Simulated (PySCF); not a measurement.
## BaH at PBE0

Computed with PBE0; Ba x2c-SVPall, H x2c-SVPall; spin-free X2C with a Gaussian nucleus (PySCF 2.14).

```json
{
  "state": "²Σ⁺ (doublet), unpaired electrons σ ↑",
  "bond length": "2.219 Å",
  "harmonic wavenumber": "1205 cm⁻¹",
  "force constant": "0.856 mdyn/Å",
  "rotational constant Be": "3.421 cm⁻¹",
  "anharmonicity ωexe": "14.6 cm⁻¹",
  "vibration–rotation constant αe": "0.0705 cm⁻¹",
  "bond order (Mayer)": "0.82",
  "dipole moment (positive dipole means Ba(−)H(+))": "-3.40 D"
}
```

Spin–orbit coupling is left out. The state is the lowest determinant that a PBE0 search found; another state may lie lower at other levels.
